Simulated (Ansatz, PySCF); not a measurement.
Reaction (SMILES): C[SiH](C)[SiH2]Cl -> C[SiH](C)[SiH2] + Cl atom (the Cl-Si bond at the site shown breaks; other sites are not compared here)
Geometries: B3LYP-D3(BJ)/def2-TZVP minima from Ansatz (an electronic-structure program), one conformer each, not searched for the lowest.
Geometry of the first species:
```
Si
H 1 1.4887
C 1 1.8786 2 109.90
H 3 1.0913 1 111.36 2 56.20
H 3 1.0916 4 108.01 1 -121.43
H 3 1.0922 4 108.05 5 -116.75
C 1 1.8786 2 109.90 3 -122.89
H 7 1.0913 1 111.36 2 -56.20
H 7 1.0916 8 108.01 1 121.43
H 7 1.0922 8 108.05 9 116.75
Si 1 2.3440 2 107.92 3 118.55
H 11 1.4822 1 113.76 2 -62.28
H 11 1.4822 12 108.23 1 -127.49
Cl 11 2.0905 12 106.86 13 -114.76
```
Charge 0, spin multiplicity 1.

Property: bond dissociation energy (enthalpy at 298 K, with B3LYP-D3(BJ) rigid-rotor harmonic-oscillator terms from PySCF), in kJ/mol. Correlated levels leave the core frozen unless marked. UHF or UKS for open shells. Spin-orbit coupling is left out. Non-relativistic. Basis-set limits of correlation are two-point, X^-3; Hartree-Fock from the larger set.

Level to compare with: CCSD(T)/CBS(cc-pV(T+d)Z,cc-pV(Q+d)Z) (Ansatz), 451.8 kJ/mol. It is a level with limits of its own, and the differences hold the functionals' basis error too.

Question: Rank these functionals by how close they come to CCSD(T)/CBS(cc-pV(T+d)Z,cc-pV(Q+d)Z), closest first: BLYP/def2-TZVPD (Ansatz); BHLYP/def2-TZVPD (Ansatz); PBE0/def2-TZVPD (Ansatz); SVWN5/def2-TZVPD (Ansatz).

Answer: PBE0/def2-TZVPD (global hybrid, 433.5 kJ/mol, difference -18.3), BHLYP/def2-TZVPD (global hybrid, 417.5 kJ/mol, difference -34.3), BLYP/def2-TZVPD (GGA, 412.8 kJ/mol, difference -39.0), SVWN5/def2-TZVPD (LDA, 497.4 kJ/mol, difference 45.6)
